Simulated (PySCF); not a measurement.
Gas-phase equilibrium of 1 mol SnCl4, 0.14 mol H2 at 1600 K and 0.133 bar, among 14 species (SnCl4, HCl, SnH2, SnHCl3, SnCl3, H, H2, SnH4, SnCl2, SnH2Cl2, Cl, Cl2, SnH3Cl, SnHCl). Only gases are allowed; each row takes one source of thermochemistry for all species, and Cantera finds the minimum.

Energies from PySCF (xtb for GFN2), thermal terms from the rigid-rotor harmonic-oscillator model, ideal gas at 1 bar. † marks an energy on the PBE0/def2-TZVP geometry and frequencies; other levels use their own. Open shells (unrestricted) among the columns below: SnCl3 (multiplicity 2), Cl (multiplicity 2, electronic degeneracy 6); the rest are closed-shell singlets. GFN2 has no spin-polarisation term. Spin-orbit splitting is ignored; it lowers the true energy and changes the entropy of Cl. B3LYP is the form with VWN-RPA correlation. Sn: scalar-relativistic def2 core potential, no spin-orbit coupling. SnCl3: computed as isolated molecules; such fragments, hydroxides, amides, oligomers or adducts are transient or little studied in the gas. The harmonic model lacks anharmonicity and excited electronic states, which grow with temperature; levels with a mode under 35 cm⁻¹ are left out. Soft modes under 120 cm⁻¹ make the harmonic entropy rough for SnCl4, SnCl3, SnCl2.

Molecules larger than those listed are left out.

With B3LYP/def2-TZVP† thermochemistry: Cl 0.28, SnCl2 0.40, Cl2 0.20, SnCl4 0.0093, HCl 0.11, SnCl3 0.0012.

**Question.** How far does the composition move with the other sources (GFN2-xTB, HF/def2-TZVP†, PBE/def2-SVP, LDA/def2-TZVP†, ωB97X-V/def2-TZVP†)?

**Answer.** 
| thermochemistry | x Cl | x SnCl2 | x Cl2 | x SnCl4 | x HCl | x SnCl3 |
|---|---|---|---|---|---|---|
| B3LYP/def2-TZVP† | 0.28 | 0.40 | 0.20 | 0.0093 | 0.11 | 0.0012 |
| GFN2-xTB | 0.025 | 0.46 | 0.38 | 2.8e-7 | 0.13 | 0.00015 |
| HF/def2-TZVP† | 0.57 | 0.33 | 8.6e-6 | 3.7e-5 | 0.093 | 0.00020 |
| PBE/def2-SVP | 0.12 | 0.39 | 0.27 | 0.077 | 0.13 | 0.0074 |
| LDA/def2-TZVP† | 0.0041 | 0.37 | 0.30 | 0.17 | 0.15 | 0.0046 |
| ωB97X-V/def2-TZVP† | 0.13 | 0.27 | 0.13 | 0.30 | 0.16 | 0.0026 |
The most sensitive of these is SnCl4: it spans a factor of 10^6.0 over these rows; at this temperature one factor of ten is RT ln 10 = 31 kJ/mol.
